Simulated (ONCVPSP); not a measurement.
What one change does to a pseudopotential (boron, ONCV)

B, optimised norm-conserving Vanderbilt (ONCV), made with ONCVPSP 4.0.1 (PBE, scalar-relativistic). Core [He], reference 2s2 2p0.5 (charge +0.5). Waves: 2s: rc 1.60 bohr, ncon 5, nbas 8, qcut 4.4 1/bohr, 2 projectors, debl 1.5 Ha; 2p: rc 3.80 bohr, ncon 5, nbas 10, qcut 4.3 1/bohr, 2 projectors, debl 3.8 Ha; d scattering state at 0.27 Ha: rc 4.00 bohr, ncon 4, nbas 7, qcut 2.4 1/bohr, 1 projector. Local part: polynomial inside 1.25 bohr (lpopt 5, dvloc0 0 Ha). Core correction: Teter function, fcfact 4.75, rcfact 1.65.

All-electron outer shells of the reference configuration (PBE, scalar-relativistic, ld1.x):

| shell | level (eV) | outermost node (bohr) | outermost maximum (bohr) |
| --- | --- | --- | --- |
| 1s | -186.43 | – | 0.21 |
| 2s | -14.13 | 0.46 | 1.48 |
| 2p | -8.09 | – | 1.48 |

Change: s: rc 1.16; local potential polynomial inside 1.16 bohr (lpopt 5, dvloc0 0 Ha).

Cutoffs: the cutoffs (Ha) at which the residual kinetic energy of the hardest occupied pseudo-wave falls to 1 and 0.1 mHa per electron; they do not see the model core or the augmentation charge, which bear on the density cutoff. Errors are all-electron minus pseudo energies relative to the spin-unpolarised reference configuration.

Problem. What does the change do?

Solution. The potential gets harder (12 Ha and 51 Ha → 14 Ha and 91 Ha); the errors of the 4 common tests hardly move; neither file shows a bound ghost. A smaller radius makes the pseudo-wave follow the all-electron one further in, where it bends more sharply, so more plane waves are needed.

```csv
quantity,base,changed
"cutoff, loose",12 Ha,14 Ha
"cutoff, tight",51 Ha,91 Ha
loose cutoff by channel,"s 12 Ha, p 5.4 Ha","s 14 Ha, p 5.4 Ha"
bound ghosts,none,none
GHOST(+) flags under 300 eV,"d at 15.6 eV, p at 97.5 eV","d at 13.9 eV, p at 95.2 eV"
"error for 2s2 2p1, meV [ΔE -2.89 eV]",+1.9,+1.8
"error for 2s2 2p0, meV [ΔE 5.33 eV]",+59,+59
"error for 2s1 2p0, meV [ΔE 30.75 eV]",+249,+251
"error for 2s1 2p1, meV [ΔE 11.47 eV]",-134,-132
p: phases at 3.85 bohr within 0.05 rad from the reference energy up to (Ha; the scan ends near 5),-0.2,-0.2
d: phases at 4.07 bohr within 0.05 rad from the reference energy up to (Ha; the scan ends near 5),0.6,0.5
"rms error of d²Exc/dni dnj with the model core, mHa",2.12,2.09
```

Changed file: The cutoffs count occupied waves only; projector 2 of the s channel, the hardest unoccupied one, needs 120 Ha at the loose tolerance.
